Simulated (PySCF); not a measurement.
C8H12 (charge -1 and doublet state).
SMILES with atom numbers: `[CH3:1][C-:2]([CH3:3])[C:4]1[CH:5]=[CH:6][CH2:7][CH2:8]1` (hydrogens: H9, H10, H11 on C1; H12, H13, H14 on C3; H15 on C5; H16 on C6; H17, H18 on C7; H19, H20 on C8)

Structure used (GFN2-xTB), in Å, numbered top down from 1:
```xyz
20
C8H12 angstrom
C     -2.0826   -1.2961    0.2975
C     -1.1987   -0.0836    0.2679
C     -1.9437    1.2192    0.2369
C      0.1711   -0.1710    0.0249
C      0.9990   -1.2932   -0.0678
C      2.3389   -0.9639   -0.2442
C      2.4811    0.5204   -0.3851
C      1.0606    1.0562   -0.1135
H     -2.6588   -1.4275   -0.6364
H     -1.4971   -2.1994    0.4484
H     -2.8209   -1.2313    1.1097
H     -1.2923    2.0617    0.4648
H     -2.7602    1.2194    0.9724
H     -2.4123    1.4260   -0.7444
H      0.6547   -2.3162    0.0129
H      3.1482   -1.6479   -0.4554
H      2.8295    0.8204   -1.3931
H      3.2144    0.9507    0.3208
H      0.7195    1.7105   -0.9256
H      1.0443    1.6563    0.8064
```

The hyperfine couplings belong to this conformer and change with its torsions.

The calculation used PySCF 2.14.0, UKS B3LYP, pcH-1 on C H, non-relativistic, mean-field spin-orbit, GIAO. Whether the extra electron is bound in the gas phase wasn't checked; a finite basis holds it in any case. The geometry wasn't refined by DFT: couplings that depend on bond lengths, twists or pyramidal angles can differ widely from those at the functional's own minimum, by a factor of two or more for some ions and for spin on atoms past the first row. No stability test was run, so a lower SCF solution isn't excluded.

Task: Break the g tensor into its mass correction, gauge correction and orbital-Zeeman/spin–orbit terms.

Result: 
| Δg (ppm) | 1 | 2 | 3 |
| --- | --- | --- | --- |
| relativistic mass correction | -141 | -141 | -141 |
| gauge correction | -2 | 38 | 49 |
| orbital Zeeman/spin–orbit | -4 | 293 | 926 |
| total | -147 | 190 | 835 |

So g = 2.00217, 2.00251, 2.00315 and g_iso = 2.00261; the tensor is rhombic: the two nearest values differ by 34 % of g3 − g1. Axes: g2 points within 1° of the C5–C6 bond.

Task: At 9.391 GHz, how far is the centre of the isotropic spectrum from where a free electron (g = 2.002319) resonates?

Result: B = hν/(g μB) with μB/h = 13.99624 MHz/mT gives 335.09 mT for the free electron and 335.05 mT at g_iso, 0.05 mT lower.

Task: Average each term over the three axes. Which is largest in size?

Result: The orbital-Zeeman/spin–orbit term 405, the mass correction -141 and the gauge correction 28 ppm, for a total of 293 ppm. The orbital-Zeeman/spin–orbit term is the largest in size. The mass correction is the same along every axis, so the anisotropy comes from the other two: their spans along these axes are 51 (gauge) and 930 ppm (orbital Zeeman/spin–orbit).

Task: What are the electron Larmor frequencies g μB B/h along the three axes at 340 mT?

Result: 9.5278, 9.5294, 9.5325 GHz for g1, g2 and g3, a range of 4.7 MHz.

Task: In a frozen sample, at which fields do the three g values resonate at 9.5, 34, 94 and 263 GHz (hyperfine left aside), and which band first spreads them over more than twice a line width of 0.5 mT?

Result: 
```csv
band,GHz,B(g3) mT,B(g2) mT,B(g1) mT,spread mT
X,9.5,338.84,338.95,339.01,0.17
Q,34.0,1212.70,1213.09,1213.29,0.59
W,94.0,3352.76,3353.84,3354.40,1.64
J,263.0,9380.58,9383.60,9385.18,4.60
```

The spread grows in proportion to the frequency. W band is the first where it exceeds 1.0 mT.

The Mulliken spin populations are largest on C6 (+0.50), C2 (+0.34) and C4 (+0.07). The angles at C6 add up to 358.9°, so it is planar.

The HOMO–LUMO gaps are 2.34 eV among the α and 4.40 eV among the β orbitals.

The SMILES draws the unpaired electron on C4; the largest computed Mulliken spin population is on C6 (0.50 against 0.07).
